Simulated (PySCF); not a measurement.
SMILES BCCC#N (C3H6BN), singlet, GFN2-xTB optimised geometry.

```
11

B      2.00    -0.56    -1.23
C      0.44    -0.45    -1.13
C     -0.11     0.43     0.00
C     -1.55     0.43     0.00
N     -2.69     0.41    -0.03
H      2.46    -1.20    -2.10
H      2.69    -0.02    -0.47
H      0.03    -0.10    -2.09
H      0.02    -1.46    -1.02
H      0.23     1.46    -0.12
H      0.23     0.07     0.97
```

Density from PBE0/def2-TZVP run with PySCF at that geometry.

Minimum of the electron density along straight lines between bonded atoms, close to the bond critical point (lines longer than 1.1 times the sum of covalent radii, or with two minima, are not listed):

```csv
bond,length / Å,ρ at the minimum / e bohr⁻³,∇²ρ there / e bohr⁻⁵,position (fraction from the first atom)
B1–C2,1.568,0.188,-0.28,0.33
C2–C3,1.539,0.237,-0.56,0.48
C3–C4,1.440,0.279,-0.80,0.45
C4–N5,1.144,0.503,-0.02,0.35
B1–H6,1.168,0.194,-0.36,0.44
B1–H7,1.169,0.193,-0.35,0.44
C2–H8,1.095,0.271,-0.90,0.64
C2–H9,1.096,0.270,-0.89,0.64
C3–H10,1.093,0.278,-0.96,0.65
C3–H11,1.093,0.278,-0.96,0.65
```
